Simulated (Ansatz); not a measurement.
Input for Ansatz (a quantum-chemistry and plane-wave program): R-wB97X-V/def2-TZVPP on CH3BrSn (SMILES [CH3][Sn][Br]), a point of a torsion scan. Elements past Kr take the def2 small-core potentials; no spin–orbit coupling.

Ansatz 0.2 input:
```yaml
crystal:
  periodic: [false, false, false]
  atoms:
    - {symbol: C, position_ang: [-0.72620233, -0.00160723, -0.00114771]}
    - {symbol: Sn, position_ang: [1.10453215, 1.33317682, -0.04068105]}
    - {symbol: Br, position_ang: [2.70689554, -0.49360589, 0.64984983]}
    - {symbol: H, position_ang: [-0.87914458, -0.41930928, 0.99801441]}
    - {symbol: H, position_ang: [-1.64843282, 0.50999236, -0.28393738]}
    - {symbol: H, position_ang: [-0.60302399, -0.85028158, -0.67981948]}
basis:
  gaussian:
    orbitals: def2-TZVPP
hamiltonian:
  xc: {name: wB97X-V}
scf: {lower_state_search: off}
```

What total energy does the run end on?

-2828.1636 hartree.

How many basis functions does it have, and what does it roughly cost on one machine?

171 functions; around 5 core-seconds (rough).
